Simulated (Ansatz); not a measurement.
`CB(O)SCO`, relaxed with RKS PBE-D4/def2-SVP in Ansatz 0.2.0 from a rough embedded geometry. The force threshold is 0.03 eV/Å; the program also tests the step.

The species carries charge 0 and has multiplicity 1.

Start:

```xyz
13

C     0.137    1.890    0.656
B     0.971    0.614    0.202
O     2.042    0.171    1.053
S     0.552   -0.392   -1.358
C    -0.666   -1.417   -0.599
O    -1.174   -2.315   -1.568
H    -0.633    2.088   -0.170
H     0.806    2.736    0.672
H    -0.321    1.718    1.562
H     1.626   -0.494    1.704
H    -0.134   -2.016    0.193
H    -1.459   -0.848   -0.141
H    -1.747   -1.735   -2.206
```

Question: By how much does the energy fall, and how many steps does the optimiser take? (An estimate is asked.)

Answer: Computed: 1.83 eV, in 20 steps.

Question: Which bonds change most? (Best estimate.)

Answer: Ansatz gave: S4–C5 from 1.764 to 1.865 Å; C1–H9 from 1.030 to 1.112 Å; B2–S4 from 1.903 to 1.832 Å; B2–O3 from 1.438 to 1.371 Å.

Question: Give the relaxed structure. (Estimate.)

Answer: The calculation gave: 
```xyz
13

C    -0.044    1.466    0.299
B     1.052    0.338    0.472
O     2.302    0.744    0.862
S     0.766   -1.456    0.234
C    -1.005   -1.512   -0.351
O    -1.195   -1.193   -1.691
H    -0.858    1.245   -0.419
H     0.431    2.422    0.003
H    -0.535    1.644    1.281
H     2.926    0.004    0.985
H    -1.311   -2.567   -0.211
H    -1.592   -0.877    0.350
H    -0.937   -0.259   -1.814
```
